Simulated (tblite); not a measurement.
Species: C₇H₁₀GeO₂.
SMILES with atom numbers: `[CH3:1][O:2][c:3]1[cH:4][cH:5][c:6]([O:7][GeH3:8])[cH:9][cH:10]1` (hydrogens: H11, H12, H13 on C1; H14 on C4; H15 on C5; H16, H17, H18 on Ge8; H19 on C9; H20 on C10)

Computed with GFN2-xTB (tblite), gas phase: L-BFGS steps from a force-field or distance-geometry start until the largest atomic force falls under 0.01 eV/Å.

The end geometry, which sets the zero of energy:
```
atom  x, y, z in Å
C1      3.6032    0.6092    0.4260
O2      2.8696   -0.5442    0.0969
C3      1.5058   -0.4764    0.1254
C4      0.8285   -1.6504   -0.2095
C5     -0.5474   -1.6936   -0.2131
C6     -1.2877   -0.5601    0.1196
O7     -2.6443   -0.6566    0.1006
Ge8    -3.8482    0.5648    0.4592
C9     -0.6149    0.6036    0.4514
C10     0.7696    0.6531    0.4565
H11     3.4030    0.9362    1.4520
H12     4.6513    0.3270    0.3375
H13     3.3923    1.4329   -0.2645
H14     1.4101   -2.5216   -0.4654
H15    -1.0704   -2.6013   -0.4717
H16    -3.6986    1.0403    1.8776
H17    -5.0791   -0.2393    0.2357
H18    -3.7130    1.7217   -0.4910
H19    -1.1896    1.4860    0.7100
H20     1.2547    1.5794    0.7212
```

**Question.** These geometries come from the run, each turned onto the end geometry. Order them by energy, lowest first.
A.
```
atom  x, y, z in Å
C1      3.6345    0.6421    0.4344
O2      2.8889   -0.5066    0.1036
C3      1.5194   -0.4802    0.1208
C4      0.8468   -1.6563   -0.2081
C5     -0.5346   -1.7290   -0.2246
C6     -1.3182   -0.6224    0.1020
O7     -2.6875   -0.7049    0.0838
Ge8    -3.8626    0.5691    0.4622
C9     -0.6462    0.5431    0.4346
C10     0.7348    0.6178    0.4474
H11     3.4727    0.9813    1.4629
H12     4.6795    0.3636    0.3480
H13     3.4645    1.4820   -0.2471
H14     1.4241   -2.5278   -0.4676
H15    -1.0166   -2.6560   -0.4842
H16    -3.6602    1.0242    1.8690
H17    -5.2337    0.0032    0.3063
H18    -3.6729    1.6997   -0.4941
H19    -1.2285    1.4158    0.6890
H20     1.1907    1.5517    0.7161
```
B.
```
atom  x, y, z in Å
C1      3.5899    0.6207    0.4294
O2      2.8629   -0.5367    0.0981
C3      1.4988   -0.4772    0.1244
C4      0.8277   -1.6549   -0.2105
C5     -0.5475   -1.7070   -0.2167
C6     -1.2942   -0.5792    0.1145
O7     -2.6506   -0.6801    0.0939
Ge8    -3.8219    0.5718    0.4610
C9     -0.6279    0.5877    0.4468
C10     0.7557    0.6481    0.4553
H11     3.3854    0.9465    1.4552
H12     4.6403    0.3448    0.3422
H13     3.3754    1.4455   -0.2590
H14     1.4097   -2.5249   -0.4667
H15    -1.0679   -2.6151   -0.4749
H16    -3.6344    1.0445    1.8759
H17    -5.0810   -0.1927    0.2489
H18    -3.6482    1.7227   -0.4888
H19    -1.2075    1.4662    0.7050
H20     1.2301    1.5801    0.7206
```
C.
```
atom  x, y, z in Å
C1      3.5969    0.6281    0.4316
O2      2.8555   -0.5209    0.1014
C3      1.4933   -0.4641    0.1297
C4      0.8327   -1.6494   -0.2120
C5     -0.5430   -1.7187   -0.2182
C6     -1.2987   -0.5928    0.1098
O7     -2.6548   -0.6995    0.0913
Ge8    -3.8091    0.5753    0.4605
C9     -0.6387    0.5765    0.4432
C10     0.7456    0.6561    0.4566
H11     3.4004    0.9565    1.4581
H12     4.6338    0.3012    0.3290
H13     3.3922    1.4569   -0.2557
H14     1.4299   -2.5137   -0.4623
H15    -1.0314   -2.6464   -0.4836
H16    -3.6310    1.0303    1.8810
H17    -5.1077   -0.1192    0.2715
H18    -3.6459    1.7191   -0.5021
H19    -1.2373    1.4427    0.6985
H20     1.2122    1.5927    0.7262
```
D.
```
atom  x, y, z in Å
C1      3.5902    0.6164    0.4281
O2      2.8517   -0.5320    0.0982
C3      1.4890   -0.4682    0.1259
C4      0.8306   -1.6505   -0.2087
C5     -0.5433   -1.7141   -0.2191
C6     -1.2980   -0.5904    0.1118
O7     -2.6561   -0.6900    0.0920
Ge8    -3.8126    0.5785    0.4619
C9     -0.6418    0.5831    0.4461
C10     0.7410    0.6541    0.4568
H11     3.3972    0.9439    1.4557
H12     4.6364    0.3298    0.3387
H13     3.3861    1.4436   -0.2606
H14     1.4327   -2.5073   -0.4616
H15    -1.0480   -2.6290   -0.4784
H16    -3.6202    1.0387    1.8811
H17    -5.0873   -0.1629    0.2578
H18    -3.6352    1.7224   -0.4968
H19    -1.2307    1.4577    0.7025
H20     1.2132    1.5870    0.7235
```
E.
```
atom  x, y, z in Å
C1      3.6837    0.6633    0.4405
O2      2.9000   -0.4837    0.1049
C3      1.5128   -0.4853    0.1257
C4      0.8505   -1.6864   -0.2262
C5     -0.5376   -1.7549   -0.2235
C6     -1.3241   -0.6371    0.0945
O7     -2.7025   -0.7595    0.0648
Ge8    -3.8839    0.5649    0.4603
C9     -0.6612    0.5481    0.4346
C10     0.7289    0.6203    0.4497
H11     3.4846    0.9834    1.4727
H12     4.7551    0.3902    0.3574
H13     3.4726    1.4867   -0.2549
H14     1.4361   -2.5650   -0.4765
H15    -1.0309   -2.6860   -0.4939
H16    -3.6633    1.0414    1.9144
H17    -5.3242    0.0280    0.3130
H18    -3.6759    1.7312   -0.5207
H19    -1.2283    1.4463    0.6984
H20     1.2026    1.5650    0.7192
```

**Answer.** B (0.002 eV), D (0.006 eV), C (0.018 eV), A (0.096 eV), E (0.251 eV).

In the order of the answer:

```csv
step,E above end (eV),largest force (eV/Å),rms force component (eV/Å),rms distance from end (Å),rms bond change (Å),bond most changed (Å)
24,0.002,0.04,0.014,0.029,0.001,C5–C6 -0.002
15,0.006,0.08,0.028,0.041,0.001,O7–Ge8 +0.004
10,0.018,0.24,0.064,0.049,0.002,O7–Ge8 +0.007
5,0.096,0.35,0.105,0.087,0.007,O7–Ge8 +0.022
1,0.251,0.75,0.230,0.111,0.026,O7–Ge8 +0.066
```

The cost below is that of the whole relaxation. The run took 0.34 s on one thread of an Arm Neoverse V2 (shared host).
